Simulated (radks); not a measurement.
Q: The terbium ion Tb+, configuration [Xe] 4f9 6s1 (the NIST ground configuration). All-electron calculation, Dirac Kohn-Sham, PBEsol, spin-unpolarised, spherical densities, finite nucleus; open shells are shared between the two j in proportion to 2j + 1; Fermi nuclear charge, rms radius 5.06 fm. Program: a radial shooting solver on a logarithmic mesh with Libxc functionals. Some entries of the table are withheld. Estimate them.

orbital,occ.,eigenvalue (Ry),<r> (bohr),<r^2> (bohr^2)
1s1/2,2,-3805.803,0.02151,0.0006320
2s1/2,2,-630.9873,0.09099,0.009835
2p1/2,2,(1),0.07591,(2)
2p3/2,4,(3),0.08285,(4)
3s1/2,2,(5),0.2391,0.06544
3p1/2,2,-126.6978,(6),0.06084
3p3/2,4,-115.3791,(7),0.06785
3d3/2,4,-91.91911,0.2141,0.05396
3d5/2,6,-89.44862,0.2182,0.05592
4s1/2,2,-28.13855,0.5416,0.3314
4p1/2,2,-22.81218,(8),0.3481
4p3/2,4,-20.28772,(9),0.3870
4d3/2,4,-11.51004,0.6178,0.4435
4d5/2,6,-11.05414,0.6286,0.4590
5s1/2,2,-3.95837,1.327,1.984
5p1/2,2,-2.52663,1.498,2.555
5p3/2,4,-2.20307,1.602,2.924
4f5/2,3.85714,-0.72521,0.8919,1.093
4f7/2,5.14286,-0.66742,0.9116,1.152
6s1/2,1,(10),3.753,15.84

A: 
(1) 2p1/2 eigenvalue (Ry): -599.7677
(2) 2p1/2 <r^2> (bohr^2): 0.007127
(3) 2p3/2 eigenvalue (Ry): -544.9298
(4) 2p3/2 <r^2> (bohr^2): 0.008357
(5) 3s1/2 eigenvalue (Ry): -140.2917
(6) 3p1/2 <r> (bohr): 0.2287
(7) 3p3/2 <r> (bohr): 0.2419
(8) 4p1/2 <r> (bohr): 0.5528
(9) 4p3/2 <r> (bohr): 0.5831
(10) 6s1/2 eigenvalue (Ry): -0.64157
